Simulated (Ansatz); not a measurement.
BiMe2(OEt) (C4H11BiO). Total charge 0; singlet. Geometry PBE-D4/def2-SVP, basis def2-TZVP, Ansatz.

```xyz
17

Bi    0.666   -1.559   -0.302
C     2.628   -0.384   -0.384
C     0.714   -1.636    1.987
C    -1.590    0.425   -1.030
C    -2.175    1.813   -0.792
O    -0.438    0.289   -0.229
H     3.373   -0.818    0.310
H     2.348    0.639   -0.066
H     3.029   -0.365   -1.415
H    -0.054   -2.334    2.368
H     0.480   -0.602    2.307
H     1.718   -1.936    2.343
H    -1.370    0.307   -2.124
H    -2.372   -0.344   -0.794
H    -3.088    1.973   -1.402
H    -2.437    1.940    0.278
H    -1.432    2.593   -1.054
```

| run | HOMO (eV) | LUMO (eV) |
| --- | --- | --- |
| A | -6.64 | -1.20 |
| B | -6.85 | -0.95 |
| C | -9.32 | 1.07 |
| D | -5.68 | -1.49 |
| E | -5.40 | -1.71 |
| F | -8.12 | -0.07 |

In the def2 sets Bi takes a core potential; there is no spin–orbit coupling. LC-ωPBE has ω = 0.4 bohr⁻¹. B3LYP takes the VWN-RPA correlation.

Problem. The runs used B3LYP, CAM-B3LYP, LC-ωPBE, PBE, PBE0, r2SCAN. Estimate which is which.

Solution. A B3LYP (20 % exact exchange); B PBE0 (25 % exact exchange); C LC-ωPBE (range-separated); D r2SCAN (0 % exact exchange); E PBE (0 % exact exchange); F CAM-B3LYP (range-separated). Exact exchange lowers occupied and raises empty levels; among semilocal functionals meta-GGAs tend to open the gap a little, and such runs are hard to tell apart. The gap grows from 3.69 eV (PBE) to 10.39 eV (LC-ωPBE).
